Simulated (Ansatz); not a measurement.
Ansatz results at the PBE0-D4/def2-TZVP geometry: LUMO energy (PBE/def2-TZVPP) -0.64 eV; LUMO energy (B3LYP/def2-TZVPP) -0.12 eV; LUMO energy (ωB97M-V/def2-TZVPP) 1.71 eV.

Each molecule was computed in one conformer, which needn't be the lowest.

Q: Which molecule gave them?
A. `O[Si](O)(O)O[SiH2]F`
B. `CO[Si](F)(F)S`
C. `CC(=O)O[Si](OC(C)=O)(OC(C)=O)OC(C)=O`
D. `O[SiH](F)[Si](O)(O)O`

A: A. The others give `CO[Si](F)(F)S`: -0.73, -0.07, 2.06; `CC(=O)O[Si](OC(C)=O)(OC(C)=O)OC(C)=O`: -1.38, -0.53, 2.03; `O[SiH](F)[Si](O)(O)O`: -0.96, -0.37, 1.54.

B3LYP here is the variant with VWN-RPA as its local correlation; programs differ in this.
